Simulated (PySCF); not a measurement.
CdH₄Si. Atoms are numbered in the order given.

```xyz
6

Cd     0.0000     0.0000    -0.6509
H      0.0000     0.0000    -2.3502
Si     0.0000     0.0000     1.8786
H      1.1956     0.6903     2.4305
H      0.0000    -1.3805     2.4305
H     -1.1956     0.6903     2.4305
```

Coordinates come from a B3LYP-D3(BJ)/def2-TZVP optimisation. The def2 effective core potentials stand for the cores of Cd; spin–orbit coupling is left out.

All values below come from B3LYP/def2-TZVPD (PySCF).

Symmetry labels are those of the subgroup Cs that the program uses (full group C3v).

Q: List the valence orbital energies around the gap with their symmetry. (Estimate from the structure and the level; the computed values follow.)

A: 
```json
[
 {"orbital": "HOMO−7", "symmetry": "A'", "energy (eV)": "-14.56"},
 {"orbital": "HOMO−6", "symmetry": "A'", "energy (eV)": "-14.51"},
 {"orbital": "HOMO−5", "symmetry": "A\"", "energy (eV)": "-14.51"},
 {"orbital": "HOMO−4", "symmetry": "A'", "energy (eV)": "-14.06"},
 {"orbital": "HOMO−3", "symmetry": "A'", "energy (eV)": "-9.37"},
 {"orbital": "HOMO−2", "symmetry": "A\"", "energy (eV)": "-9.37"},
 {"orbital": "HOMO−1", "symmetry": "A'", "energy (eV)": "-8.98"},
 {"orbital": "HOMO", "symmetry": "A'", "energy (eV)": "-6.95"},
 {"orbital": "LUMO", "symmetry": "A'", "energy (eV)": "-1.34"},
 {"orbital": "LUMO+1", "symmetry": "A\"", "energy (eV)": "-1.34"},
 {"orbital": "LUMO+2", "symmetry": "A'", "energy (eV)": "-0.42"},
 {"orbital": "LUMO+3", "symmetry": "A'", "energy (eV)": "0.75"}
]
```
